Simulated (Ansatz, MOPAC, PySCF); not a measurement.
Noncovalent pair: CH3F (SMILES CF) (first 5 atoms) with C2H3N (SMILES CC#N); geometry from B3LYP-D3(BJ)/def2-TZVP, rigid monomers moved along the line of their centres of mass till F2···H9 is 2.76 Å.
(charge 0, multiplicity 1):
```xyz
11

C      0.37294     0.59248    -0.17773
F      1.16322    -0.29152     0.56562
H     -0.17778     1.22593     0.51524
H      1.03060     1.19013    -0.80904
H     -0.31110     0.00621    -0.79144
C      0.99518    -0.28041     4.16176
C      0.08374     0.77989     3.76513
N     -0.63529     1.61537     3.43849
H      1.34292    -0.80488     3.27242
H      1.85304     0.14012     4.68711
H      0.48792    -0.98407     4.82227
```

Counterpoise-corrected where a basis set is named; no monomer relaxation. Rows marked so take none.

Correlated levels freeze the cores. Rows in 3-21G, 6-31G* carry no dispersion term and start afresh at each structure (6-31G* with six Cartesian d functions). MP2/6-31G* freezes PySCF's default core. The state that AM1, PM3, PM7 reach isn't checked; PM7 holds dispersion and hydrogen-bond terms.

Run with Ansatz (a first-principles code); MOPAC for AM1, PM3, PM7 (differences of heats of formation); PySCF for 3-21G rows, 6-31G* rows, the dispersion terms. 

Other levels give for the interaction energy: PBE/def2-TZVPPD -2.50; B3LYP/def2-TZVPPD -2.10; B3LYP-D3(BJ)/def2-TZVPPD -3.18; wB97M-V/def2-TZVPPD -3.18; CCSD(T)/aug-cc-pVDZ -2.97 kcal/mol.

Question: What do these common cheap choices give for the same quantity: AM1, PM3, PM7, HF/6-31G*, BP86/6-31G* (no counterpoise), B3LYP/3-21G (no counterpoise), B3LYP/6-31G*, MP2/6-31G*?

Answer: AM1 -0.76; PM3 -0.80; PM7 -2.23; HF/6-31G* -2.13; BP86/6-31G* (no counterpoise) -2.70; B3LYP/3-21G (no counterpoise) -4.51; B3LYP/6-31G* -1.94; MP2/6-31G* -2.35 kcal/mol. They span -4.51 to -0.76 kcal/mol.
